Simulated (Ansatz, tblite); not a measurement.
Removing and adding an electron: (AgI)2 ring (Ag2I2). Total charge 0; singlet. Geometry: PBE0-D4/def2-SVP. Ansatz, gas phase; energy differences of separate SCF runs; the oxidised species was run as a doublet alone; the reduced species was run as a doublet alone.

```xyz
4

Ag    0.0855    1.3190    0.4911
I     0.5377   -0.8389    2.1604
Ag   -0.0842   -1.3190   -0.4914
I    -0.5390    0.8389   -2.1601
```

In the def2 sets Ag, I take a core potential; there is no spin–orbit coupling. The xTB rows come from tblite. Correlated methods freeze 8 core orbitals; core or outer-core shells of Ag, I are correlated, in sets that lack core-valence functions. The rows differ in basis, and correlated rows in double-zeta sets carry the largest basis error. HOMO above LUMO, or a gap near zero within one spin, warns that the state may not be the lowest or that an electron is smeared out.

| level | −HOMO (eV) | vertical IE (eV) | −LUMO (eV) | vertical EA (eV) | HOMO–LUMO gap (eV) | IE − EA (eV) | remarks |
| --- | --- | --- | --- | --- | --- | --- | --- |
| GFN1-xTB | 10.36 | 13.52 | 7.14 | 3.73 | 3.22 | 9.79 | – |
| GFN2-xTB | 10.61 | 13.75 | 6.77 | 4.40 | 3.84 | 9.35 | – |
| HF/def2-SVP | – | 8.60 | – | – | – | – | – |
| PBE-D4/def2-TZVP | 6.08 | 8.56 | 3.15 | – | 2.93 | – | gap within one spin near zero (+1 doublet) |
| PBE-D4/def2-TZVPD | 6.10 | – | 3.17 | 1.26 | 2.92 | – | HOMO above zero (-1 doublet) |
| r2SCAN-D4/def2-TZVP | 6.26 | 8.66 | 2.91 | – | 3.35 | – | – |
| r2SCAN-D4/def2-TZVPD | 6.27 | – | 2.92 | 1.18 | 3.35 | – | HOMO above zero (-1 doublet) |
| PBE0-D4/def2-TZVP | 7.11 | 8.82 | 2.32 | – | 4.79 | – | – |
| PBE0-D4/def2-TZVPD | 7.12 | – | 2.33 | 1.03 | 4.78 | – | HOMO above zero (-1 doublet) |
| MP2/def2-SVP | – | 8.92 | – | – | – | – | – |
| CCSD/def2-SVP | – | 8.83 | – | – | – | – | – |
| CCSD(T)/def2-SVP | – | 8.76 | – | – | – | – | – |

   A HOMO above zero means that the electron is unbound at that level or that self-interaction error raises the level; the energy of removing that electron tells which. Raw xTB energy differences between charge states are shifted by several eV; the methods need an empirical correction for them.
